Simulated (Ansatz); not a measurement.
Input for Ansatz (a quantum-chemistry and plane-wave program): R-CCSD(T)/aug-cc-pVDZ on boric acid (SMILES OB(O)O) with ghost functions.

Ansatz 0.2 input:
```yaml
crystal:
  periodic: [false, false, false]
  atoms:
    - {symbol: O, position_ang: [-0.00238246, -0.57182165, -1.19766515]}
    - {symbol: B, position_ang: [-0.15521205, -0.19618015, 0.11023842]}
    - {symbol: O, position_ang: [-1.36114706, 0.38326404, 0.47839581]}
    - {symbol: O, position_ang: [0.87793735, -0.41176198, 0.96646611]}
    - {symbol: H, position_ang: [-0.78684169, -0.37711461, -1.71828124]}
    - {symbol: H, position_ang: [-1.39826234, 0.62138552, 1.40847667]}
    - {symbol: H, position_ang: [0.69823798, -0.11936347, 1.88130217]}
basis:
  gaussian:
    orbitals: aug-cc-pVDZ
    ghost_atoms:
      - {symbol: N, position_ang: [0.40224509, 0.43593134, 3.69128034]}
      - {symbol: H, position_ang: [0.30297165, 1.42922344, 3.87080775]}
      - {symbol: H, position_ang: [-0.31100941, -0.04698632, 4.22675583]}
      - {symbol: H, position_ang: [1.30128690, 0.15267045, 4.06764625]}
magnetization: {spin_polarized: false}
correlation: {method: ccsd_t, electrons: outside_noble_gas}
scf: {lower_state_search: off}
```

Output:

```
WARN ansatz: RAYON_NUM_THREADS=1 ignored (pool sized by the plan → 1); use --threads N
Functional definition: HF
these checks for a lower state are left out or cut short: stability, starts, cluster_reference, orbital_swaps, neighbouring_geometries, increment
integrals: 0.55 GiB planned
1515 factors; integrals over basis functions are off by at most 9.9e-4 eV
mean field: 0.45 GiB planned
mean field evaluation 1: about -6831.3767 eV, gradient 5.2e1 eV
mean field evaluation 2: about -6831.3771 eV, gradient 5.2e1 eV
mean field evaluation 4: about -6836.2350 eV, gradient 2.8e0 eV
mean field evaluation 8: about -6836.2628 eV, gradient 1.4e-4 eV
mean field -6836.26284004 eV, -251.2280255863 hartree, gradient 1.6e-6 eV, S^2 0.000000; 0 other end points of the search recorded, 0 dependent functions left out
4 core orbitals not correlated
reference -6836.26284004 eV, -251.2280255863 hartree; 12, 12 occupied and 153, 153 virtual orbitals, 1515 factors
second order -18.59191441 eV of doubles, -0.00000000 eV of singles
coupled cluster: 1.71 GiB planned
cycle   1  -18.51535401 eV  change    7.7e-2 eV  update   9.7e-2
cycle   2  -18.90940125 eV  change   -3.9e-1 eV  update   2.6e-2
cycle   3  -19.01409889 eV  change   -1.0e-1 eV  update   1.4e-2
cycle   4  -19.00484634 eV  change    9.3e-3 eV  update   2.5e-3
cycle   5  -19.00304609 eV  change    1.8e-3 eV  update   1.0e-3
cycle   6  -19.00357184 eV  change   -5.3e-4 eV  update   2.9e-4
cycle   7  -19.00351872 eV  change    5.3e-5 eV  update   9.2e-5
cycle   8  -19.00343652 eV  change    8.2e-5 eV  update   3.0e-5
cycle   9  -19.00342168 eV  change    1.5e-5 eV  update   9.2e-6
perturbative correction -0.54439604 eV, -0.0200061855 hartree
Total energy: -6855.81065777 eV, -251.9463946375 hartree
Checks for a lower state left out: stability, starts, cluster_reference, orbital_swaps, neighbouring_geometries, increment
```

The calculation finished and met its thresholds.

Cost: roughly 50 core-seconds.
